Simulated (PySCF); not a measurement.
C₃H₁₀NSi₂ (doublet state).
Numbering: `[NH:1][Si@H:2]1[CH2:3][CH2:4][CH2:5][SiH2:6]1` (hydrogens: H7 on N1; H8 on Si2; H9, H10 on C3; H11, H12 on C4; H13, H14 on C5; H15, H16 on Si6)

Cartesian coordinates in Å at the GFN2-xTB level; atoms count from 1:
```
atom  x, y, z in Å
N1     2.529    0.452    0.905
Si2    1.490    0.311   -0.351
C3     0.480   -1.308   -0.238
C4    -0.993   -1.048   -0.504
C5    -1.529    0.032    0.434
Si6   -0.446    1.591    0.308
H7     3.348    1.037    0.887
H8     1.659    0.640   -1.782
H9     0.870   -2.042   -0.942
H10    0.609   -1.721    0.760
H11   -1.570   -1.970   -0.371
H12   -1.133   -0.730   -1.543
H13   -2.574    0.251    0.206
H14   -1.501   -0.340    1.461
H15   -0.385    2.369    1.540
H16   -0.861    2.485   -0.781
```

The hyperfine couplings belong to this conformer and change with its torsions.

Method used: UKS B3LYP, pcH-1 on C H N Si, non-relativistic, mean-field spin-orbit, GIAO (PySCF 2.14.0). One conformer (not necessarily the lowest) at the GFN2-xTB geometry, without solvent, vibrations or thermal averaging. Couplings are sensitive to structure, and on GFN2-xTB geometries they can be far from those on DFT ones. Stability of the SCF solution: not tested.

Task: Predict the first-order ENDOR lines of N1, H7, H16, H8, H13, H15, H11, H10, H9 and H14 under fast tumbling at B = 3334.2 mT (W band).

Result: ν± = |νn ± a/2|, one line for each electron-spin manifold; νn = |g_N| × 7.62259 MHz/T × B.

```tsv
nuclei	isotope	g_N	νn (MHz)	a_iso (MHz)	lower line (MHz)	upper line (MHz)
N1	14N	0.4038	10.26	22.84	1.16	21.68
H7	1H	5.5857	141.96	-45.02	119.45	164.47
H16	1H	5.5857	141.96	33.05	125.43	158.49
H8	1H	5.5857	141.96	28.50	127.71	156.21
H13	1H	5.5857	141.96	16.16	133.88	150.04
H15	1H	5.5857	141.96	-7.70	138.11	145.81
H11	1H	5.5857	141.96	5.84	139.04	144.88
H10	1H	5.5857	141.96	-3.02	140.45	143.47
H9	1H	5.5857	141.96	0.66	141.63	142.29
H14	1H	5.5857	141.96	-0.56	141.68	142.24
```

Task: Which pairs are centred on the nuclear Larmor frequency, and which on half the coupling?

Result: Centred on νn, since |a| < 2νn: H7, H16, H8, H13, H15, H11, H10, H9 and H14. Centred on |a|/2 and split by 2νn: N1.

Largest spin populations (Mulliken): N1 (+0.76), Si6 (+0.24) and Si2 (-0.06).
